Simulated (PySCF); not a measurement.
CH7ClOSi2, SMILES [SiH3]CO[SiH2]Cl.

Coordinates come from a B3LYP-D3(BJ)/def2-SVP optimisation. This is a generated structure with no PubChem entry under its InChIKey; it may be hypothetical. The values are those of a single conformer.

Level of theory: CAM-B3LYP/def2-TZVP run with PySCF.

The total energy comes out as -1156.85733 hartree and the highest occupied level comes out as -9.40 eV. The lowest empty level comes out as 1.17 eV, the orbital gap is 10.57 eV and the dipole moment is 1.02 D. The quadrupole, principal values (traceless, Buckingham form, about the centre of nuclear charge) is -4.89, -1.20, 6.08 D·Å and the mean static polarisability is 77.5 bohr³ (11.49 Å³). The polarisability, principal values is 67.5, 75.5, 89.6 bohr³.
